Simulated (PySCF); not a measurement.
## Vertical excitation energies

Compound: C4H8ClFSi2.
InChI=1S/C4H8ClFSi2/c1-2-8(5)4-3-7-6/h8H,2,7H2,1H3/t8-/m1/s1

Theory: TDDFT CAM-B3LYP/def2-SVPD, vertical, gas phase, core orbitals frozen in the response in PySCF 2.14.0, density-fitted response routines. Geometry: GFN2-xTB, one conformer, isolated molecule. Torsions of this conformer, `[CH3:1][CH2:2][Si@@H:3]([Cl:4])[C:5]#[C:6][SiH2:7][F:8]`: C1–C2–Si3–Cl4 180°.

```tsv
state	E (eV)	λ (nm)	f	main configurations (H = HOMO, L = LUMO)
S1	5.37	230.9	0.0005	H→L (66%), H-2→L (19%)
S2	5.79	214.1	0.0053	H-1→L (51%), H→L+1 (28%), H-2→L+1 (9%)
S3	5.98	207.3	0.0008	H-1→L+1 (82%)
S4	6.97	177.8	0.0010	H-2→L (62%), H→L (20%)
S5	7.43	166.8	0.171	H-3→L (62%), H-1→L (10%), H→L+1 (9%)
S6	7.52	164.9	0.352	H→L+1 (49%), H-2→L+1 (21%), H-3→L (14%)
S7	7.86	157.7	0.0090	H-6→L (57%), H→L+2 (13%)
S8	8.00	155.0	0.433	H-3→L+1 (36%), H-2→L+1 (33%), H-1→L (12%)
```

Triplets (Tamm–Dancoff): T1 4.61 eV, H-1→L (56%), H→L+1 (15%); T2 4.94 eV, H→L (53%), H-2→L (18%), H-1→L+1 (13%); T3 5.06 eV, H→L+1 (44%), H-1→L (22%), H-2→L+1 (16%).

The lowest singlet lies at 5.37 eV (231 nm, ultraviolet) and is very weak; its leading configuration is HOMO→LUMO (66%). The most intense listed level is S8 at 8.00 eV (155 nm, f = 0.433), 2.63 eV above S1. It is the last of those listed, so stronger ones may follow. Löwdin shares by element: HOMO carbon 60% or more, silicon 10% or more (atoms not listed hold the other 29%); LUMO carbon 46% or more, silicon 29% (atoms not listed hold the other 26%). The oscillator strengths of these states sum to 0.973; summed over the whole spectrum of an exact calculation they would give the number of electrons, 86 (Thomas–Reiche–Kuhn). Orbital energies (eV): HOMO-3 -10.75, HOMO-2 -10.31, HOMO-1 -10.04, HOMO -9.69, LUMO -0.32, LUMO+1 0.30, LUMO+2 1.06. Weighted by f, the mean energy of these states is 7.71 eV. Singlets were solved by full linear response, triplets in the Tamm–Dancoff approximation.
